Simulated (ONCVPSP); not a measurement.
## Pseudopotential generation for erbium (Er): ONCV, LDA (Perdew-Wang 92), scalar-relativistic.

The input file (ONCVPSP 4.0.1):

```
# ATOM AND REFERENCE CONFIGURATION
# atsym  z   nc   nv     iexc    psfile
  Er 68.00    9    4  -001012      upf
#
#   n    l    f
    1    0    2.00
    2    0    2.00
    2    1    6.00
    3    0    2.00
    3    1    6.00
    3    2   10.00
    4    0    2.00
    4    1    6.00
    4    2   10.00
    4    3   12.00
    5    0    2.00
    5    1    6.00
    6    0    2.00
#
# PSEUDOPOTENTIAL AND OPTIMIZATION
# lmax
    3
#
#   l,   rc,      ep,       ncon, nbas, qcut
    0    1.70    0.00    4    9    6.90
    1    2.10    0.00    4    9    8.20
    2    2.05    0.42    5    9    5.00
    3    1.20    0.00    5    9   15.40
#
# LOCAL POTENTIAL
# lloc, lpopt,  rc(5),   dvloc0
    4    4    0.85    4.00
#
# VANDERBILT-KLEINMAN-BYLANDER PROJECTORs
# l, nproj, debl
    0    2    0.80
    1    2    3.10
    2    1    1.70
    3    1    0.60
#
# MODEL CORE CHARGE
# icmod, fcfact, rcfact
    0    0.00    0.00
#
# LOG DERIVATIVE ANALYSIS
# epsh1, epsh2, depsh
   -3.00    5.00    0.02
#
# OUTPUT GRID
# rlmax, drl
    6.00    0.01
#
# TEST CONFIGURATIONS
# ncnf
    4
# nvcnf
#   n    l    f
    4
    4    3   12.00
    5    0    2.00
    5    1    6.00
    6    0    1.00
#
    4
    4    3   12.00
    5    0    2.00
    5    1    6.00
    6    0    0.00
#
    4
    4    3   11.00
    5    0    2.00
    5    1    6.00
    6    0    0.00
#
    5
    4    3   12.00
    5    0    2.00
    5    1    6.00
    6    0    1.50
    5    2    0.50
#
```

Command:

```bash
oncvpsp.x < Er.dat > Er.out
```

Output (shortened: citation, most of the input echo, consistency checks and plot data are left out):

```
ONCVPSP  (Optimized Norm-Conservinng Vanderbilt PSeudopotential)
scalar-relativistic version 4.0.1

#   n    l    f        energy (Ha)
    1    0    2.00    -2.1066722E+03
    2    0    2.00    -3.5395307E+02
    2    1    6.00    -3.1317693E+02
    3    0    2.00    -7.9286826E+01
    3    1    6.00    -6.6884734E+01
    3    2   10.00    -5.1333518E+01
    4    0    2.00    -1.5617648E+01
    4    1    6.00    -1.1536801E+01
    4    2   10.00    -6.0710652E+00
    4    3   12.00    -1.2341987E-01
    5    0    2.00    -1.9118732E+00
    5    1    6.00    -9.7495347E-01
    6    0    2.00    -1.4648101E-01

Reference configufation results
  iterations    37
  all-electron total energy (Ha)   -1.30781108D+04

Begin loop to  construct optimized pseudo wave functions
and semi-local pseudopoentials for all angular momenta

Calculating optimized projector #   1

 for l=   0

    Fraction of norm inside rc  0.860107
    Optimizing pswf for qcut=   6.91 a_B^-1,  ecut=  23.88 Ha
    Residual kinetic energy error=  8.88D-06 Ha

    Energy error per electron        Cutoff
         Ha          eV             Ha
         0.01000     0.27211       14.05
         0.00100     0.02721       18.00
         0.00010     0.00272       20.91
         0.00001     0.00027       24.11

Calculating optimized projector #   2

 for l=   0

    Fraction of norm inside rc  0.035737
    Optimizing pswf for qcut=   6.91 a_B^-1,  ecut=  23.88 Ha
    Residual kinetic energy error=  2.50D-06 Ha

    Energy error per electron        Cutoff
         Ha          eV             Ha
         0.01000     0.27211       10.02
         0.00100     0.02721       15.32
         0.00010     0.00272       19.10
         0.00001     0.00027       22.34

   Wellstate for l =  1  n =  7
     eigenvalue =   2.1250
     asymptotic potential =   2.6250
     half-point radius =  3.4938

Calculating optimized projector #   1

 for l=   1

    Fraction of norm inside rc  0.868505
    Optimizing pswf for qcut=   8.20 a_B^-1,  ecut=  33.60 Ha
    Residual kinetic energy error=  2.79D-09 Ha

    Energy error per electron        Cutoff
         Ha          eV             Ha
         0.01000     0.27211        6.38
         0.00100     0.02721       15.91
         0.00010     0.00272       20.68
         0.00001     0.00027       24.34

Calculating optimized projector #   2

 for l=   1

    Fraction of norm inside rc  0.174950
    Optimizing pswf for qcut=   8.20 a_B^-1,  ecut=  33.60 Ha
    Residual kinetic energy error=  1.15D-08 Ha

    Energy error per electron        Cutoff
         Ha          eV             Ha
         0.01000     0.27211        7.96
         0.00100     0.02721       18.86
         0.00010     0.00272       23.11
         0.00001     0.00027       26.33

WARNING wellstate: moderately localized bound state found for n= 5 l=  2
WARNING scattering state with energy  0.05000000
WARNING will be used for the first projector

   Wellstate for l =  2  n =  5
     eigenvalue =   0.0500
     asymptotic potential =   0.5500
     half-point radius =  3.5831

Calculating optimized projector #   1

 for l=   2

    Fraction of norm inside rc  0.459822
    Optimizing pswf for qcut=   5.01 a_B^-1,  ecut=  12.53 Ha
    Residual kinetic energy error=  5.14D-05 Ha

    Energy error per electron        Cutoff
         Ha          eV             Ha
         0.01000     0.27211        7.17
         0.00100     0.02721        9.79
         0.00010     0.00272       11.92
         0.00001     0.00027       18.26

Calculating optimized projector #   1

 for l=   3

    Fraction of norm inside rc  0.830871
    Optimizing pswf for qcut=  15.41 a_B^-1,  ecut= 118.78 Ha
    Residual kinetic energy error=  8.56D-05 Ha

    Energy error per electron        Cutoff
         Ha          eV             Ha
         0.01000     0.27211       90.85
         0.00100     0.02721      102.98
         0.00010     0.00272      117.13

Construct Vanderbilt / Kleinmman-Bylander projectors

B matrix Hermiticity error, ll=   0
   1   2    1.5796E-04

  Orthonormal projector coefficients  1.5191E+01  1.6214E+00

B matrix Hermiticity error, ll=   1
   1   2   -3.6461E-04

  Orthonormal projector coefficients  1.1498E+01  1.2873E+00

Pseudoatom total energy -186.792886

Diagnostic tests using Vanderbilt-Kleinman-Bylander pseudopotentials
  1 or more projectors used as specified by nproj input data

   l    rcore       rmatch      e in        delta e   norm test  slope test

   0   1.7033005   1.7550164  -1.9118732  -0.0000056   1.0001358   1.0001381
   0   1.7033005   1.7550164  -0.1464810  -0.0000094   0.9999663   1.0002091

   1   2.1000063   2.1637671  -0.9749535  -0.0000012   1.0000874   1.0000927
   1   2.1000063   2.1637671   2.1250465   0.0000403   1.0002096   1.0002096

   2   2.0503532   2.1126064   0.0500000   0.0000022   1.0000012   1.0000012

   3   1.2039498   1.2405044  -0.1234199   0.0000070   1.0000144   0.9999995

 Testing for bound ghosts
   n   l    E NL Schr. Eq   E Basis Diag.   E Cutoff

   1   0       -1.911879       -1.911871    120.55
   2   0       -0.146490       -0.100915    120.55

   2   1       -0.974955       -0.974940     89.84

   3   2       -0.039664       -0.015618     81.72

   4   3       -0.123413       -0.119736    268.35

 Testing for highly-localized positive-energy ghosts
       l    <radius>/rc     E Basis Diag.   E Cutoff

       1        0.835623        7.194586     89.84  WARNING - GHOST(+)

Test configuration 0

   n   l     f        eae           eps        diff
   1   0  2.0000-2106.67215699
   2   0  2.0000 -353.95307264
   2   1  6.0000 -313.17693370
   3   0  2.0000  -79.28682580
   3   1  6.0000  -66.88473359
   3   2 10.0000  -51.33351785
   4   0  2.0000  -15.61764808
   4   1  6.0000  -11.53680120
   4   2 10.0000   -6.07106520
   4   3 12.0000   -0.12341987   -0.12341292    6.95D-06
   5   0  2.0000   -1.91187319   -1.91187879   -5.59D-06
   5   1  6.0000   -0.97495347   -0.97495466   -1.19D-06
   6   0  2.0000   -0.14648101   -0.14649037   -9.36D-06

    Total energies and differences
      AE_ref= -1.30781108D+04  AE_tst= -1.30781108D+04  dif=  0.00D+00
      PS_ref= -1.86792886D+02  PS_tst= -1.86792886D+02  dif=  3.79D-11
      PSP excitation error= -3.79D-11

Test configuration 1

psatom: WARNING lschvkbb convergence error n,l,iter=   2   0  42
ea(ii),et,emin,emax -2.922229E-01 -3.092064E-01 -3.092064E-01 -3.092064E-01
run_config: WARNING for fully non-local PS atom, stg. 1
 WARNING no output for configuration 2

Test configuration 2

psatom: WARNING lschvkbb convergence error n,l,iter=   2   0  24
ea(ii),et,emin,emax -3.013985E-01 -3.119204E-01 -3.119204E-01 -3.119204E-01
run_config: WARNING for fully non-local PS atom, stg. 1
 WARNING no output for configuration 3

Test configuration 3

psatom: WARNING lschvkbb convergence error n,l,iter=   4   3   3
ea(ii),et,emin,emax -1.234129E-01 -1.357542E-01 -1.357542E-01 -1.357542E-01
run_config: WARNING for fully non-local PS atom, stg. 1
 WARNING no output for configuration 4

Test configuration 4

   n   l     f        eae           eps        diff
   1   0  2.0000-2106.66091783
   2   0  2.0000 -353.94084235
   2   1  6.0000 -313.16472485
   3   0  2.0000  -79.27505712
   3   1  6.0000  -66.87295791
   3   2 10.0000  -51.32162398
   4   0  2.0000  -15.60553802
   4   1  6.0000  -11.52457272
   4   2 10.0000   -6.05860844
   4   3 12.0000   -0.11058041   -0.11109899   -5.19D-04
   5   0  2.0000   -1.89751514   -1.89756121   -4.61D-05
   5   1  6.0000   -0.96161420   -0.96159140    2.28D-05
   6   0  1.5000   -0.14364632   -0.14367479   -2.85D-05
   5   2  0.5000   -0.03477717   -0.03476420    1.30D-05

    Total energies and differences
      AE_ref= -1.30781108D+04  AE_tst= -1.30780572D+04  dif=  5.36D-02
      PS_ref= -1.86792886D+02  PS_tst= -1.86738903D+02  dif=  5.40D-02
      PSP excitation error= -3.90D-04
```

The run took about 6.3 s on one core of a shared server CPU.
